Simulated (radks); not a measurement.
Neutral iodine inside a hard spherical wall (all orbitals vanish at R), configuration held at [Kr] 4d10 5s2 5p5 and not refilled when levels cross. Calculated with a radial shooting solver on a logarithmic mesh with Libxc functionals: scalar-relativistic Kohn-Sham, r2SCAN, spin-polarised, spherical densities, finite nucleus; open shells are filled with parallel spins first (spin-orbit coupling, left out, can overturn this in heavy ions); meta-GGA in the generalised Kohn-Sham scheme; Fermi nuclear charge, rms radius 4.75 fm. Eigenvalues in eV for spin up, with the zero of energy where the potential of the charges vanishes at infinity; a dash marks a level that is unbound or too diffuse for the functional's potential to be trusted. A positive occupied level is held by the wall or, in an anion where self-interaction has pushed it up, behind a barrier. The pressure on the wall is -dE/dV.

R (bohr)  E (hartree)  kinetic (hartree)    e(4p)    e(4d)    e(5s)   e(5p)  e(6s, empty)  e(5d, empty)  pressure (GPa)
free      -7117.11998           7470.434  -130.81  -51.460  -18.389  -7.735             -             -               0
20        -7117.11998           7470.434  -130.81  -51.460  -18.389  -7.735             -             -        < 0.0001
12        -7117.11998           7470.434  -130.81  -51.460  -18.388  -7.735         0.403         2.060        < 0.0001
10        -7117.11992           7470.435  -130.80  -51.454  -18.384  -7.731         0.819         2.511         0.00202
7         -7117.11500           7470.480  -130.57  -51.222  -18.197  -7.546         3.197         3.943           0.355
6         -7117.09787           7470.609  -130.03  -50.698  -17.795  -7.123         5.839         5.241            2.16
2.5       -7110.73234           7495.520  -98.251  -20.304   16.810  35.624        143.42        69.442            4710
